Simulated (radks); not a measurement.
Species: Ag XXXII. Configuration: [Ne] 3s2 3p4. Method: Dirac Kohn-Sham, LB94 model potential, spin-unpolarised, spherical densities, finite nucleus; open shells fill j = l - 1/2 first; Fermi nuclear charge, rms radius 4.5454 fm; computed with a radial shooting solver on a logarithmic mesh with Libxc functionals.

Spin-orbit splittings of the eigenvalues, e(l+1/2) - e(l-1/2), with zeta = 2 splitting/(2l+1) and mean radii in bohr:

[
 {"shell": "2p", "occ.": "6", "splitting (eV)": "180.7", "zeta (eV)": "120.5", "<r> j=l-1/2": "0.1124", "<r> j=l+1/2": "0.1173"},
 {"shell": "3p", "occ.": "4", "splitting (eV)": "42.72", "zeta (eV)": "28.48", "<r> j=l-1/2": "0.3153", "<r> j=l+1/2": "0.3231"}
]
